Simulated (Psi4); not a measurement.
Pair of molecules, SMILES N with SMILES Cl (the first has 4 atoms); geometry from B3LYP-D3(BJ)/def2-TZVP, rigid monomers moved along the line of their centres of mass till N1···H6 is 1.99 Å.
(charge 0, multiplicity 1):
```tsv
atom	x (Å)	y (Å)	z (Å)
N	-0.0303	0.0770	0.6092
H	-0.5200	-0.7547	0.2991
H	-0.4651	0.8821	0.1729
H	0.9284	0.0198	0.2851
Cl	-0.1369	0.3369	3.9316
H	-0.0941	0.2322	2.5942
```

All values below come from SAPT0/jun-cc-pV(D+d)Z run with Psi4 1.11.

Which attractive term is largest, and how does the interaction split up?

electrostatics -13.42, exchange 12.38, induction -5.84, dispersion -2.25, total -9.14 kcal/mol; the largest attraction is electrostatics.
